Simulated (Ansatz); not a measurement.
C2H7AlOSi, relaxed with RKS PBE-D4/def2-SVP in the Gaussian-basis code of Ansatz from a rough embedded geometry. The force threshold is 0.03 eV/Å; the program also tests the step.

The species carries charge 0 and has multiplicity 1. The bonds changed during the relaxation, so this is another structure than the one it started from.

Start:

```xyz
12

C     0.808   -1.784    0.135
Al   -0.221   -0.143   -0.150
Si    0.305    1.710    1.164
C    -1.444    0.132   -1.689
O    -1.584   -0.857   -2.475
H     1.340   -2.068   -0.838
H     0.068   -2.641    0.323
H     1.467   -1.692    0.943
H     0.333    1.302    2.632
H    -0.758    2.746    1.040
H     1.592    2.265    0.791
H    -1.905    1.030   -1.876
```

```csv
step,energy (eV),largest force (eV/Å),largest move (Å)
1,-18687.5350,5.507,0.000
2,-18688.0738,1.949,0.193
3,-18688.1233,0.475,0.200
4 (rejected),-18688.0124,2.094,0.162
5,-18688.1372,0.173,0.081
6,-18688.1451,0.140,0.073
7,-18688.1458,0.083,0.042
8,-18688.1460,0.049,0.005
9,-18688.1463,0.057,0.014
10,-18688.1467,0.106,0.035
11,-18688.1470,0.219,0.060
14,-18688.1499,0.138,0.080
17,-18688.1538,0.094,0.094
20,-18688.1594,0.211,0.065
23,-18688.1686,0.894,0.165
26 (rejected),-18688.1638,1.818,0.192
29,-18688.2929,0.705,0.143
32,-18688.4181,0.329,0.075
35,-18688.4342,0.063,0.062
38,-18688.4381,0.019,0.055
41 (rejected),-18688.4384,0.158,0.098
44,-18688.4410,0.070,0.029
47,-18688.4422,0.059,0.066
50,-18688.4428,0.022,0.037
```

End:

```xyz
12

C     0.701   -1.950   -0.007
Al   -0.158   -0.190   -0.150
Si    0.305    1.816    1.179
C    -1.600    0.022   -1.468
O    -0.547    0.330   -2.091
H     0.423   -2.619   -0.846
H     0.415   -2.458    0.938
H     1.807   -1.854    0.001
H    -0.120    1.633    2.618
H    -0.431    3.027    0.655
H     1.774    2.171    1.210
H    -2.569    0.072   -2.038
```

Run time 65 s (4 threads of an Arm Neoverse V1 on a shared host); peak host memory 0.16 GiB.
